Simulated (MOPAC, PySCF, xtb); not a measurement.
Complex: NH3 (SMILES N) (first 4 atoms) with N2 (SMILES N#N); geometry from B3LYP-D3(BJ)/def2-TZVP, rigid monomers moved along the line of their centres of mass till N1···N5 is 2.90 Å.
(charge 0, multiplicity 1):
```xyz
6

N     -0.1599     0.1857    -0.1659
H     -0.3851     0.3345    -1.1430
H      0.7648     0.5691    -0.0064
H     -0.0952    -0.8151    -0.0187
N      0.4546    -0.3140     2.6280
N     -0.2539     0.1530     3.3131
```

Interaction energies are E(AB) − E(A) − E(B) at the monomers' geometry in the complex; basis-set methods are counterpoise corrected.

Rows in 6-31G* carry no dispersion term and start afresh at each structure (6-31G* with six Cartesian d functions). The state that AM1 reach isn't checked.

The values were computed with MOPAC for AM1 (differences of heats of formation); PySCF for 6-31G* rows; xtb for the GFN methods. Values without a source in brackets are computed.

Q: One of these levels gives 47.0 meV for the interaction energy. Name it.
A. GFN-FF
B. HF/6-31G*
C. AM1

A: B, HF/6-31G*. The others give 13.6 (GFN-FF), -33.5 (AM1)
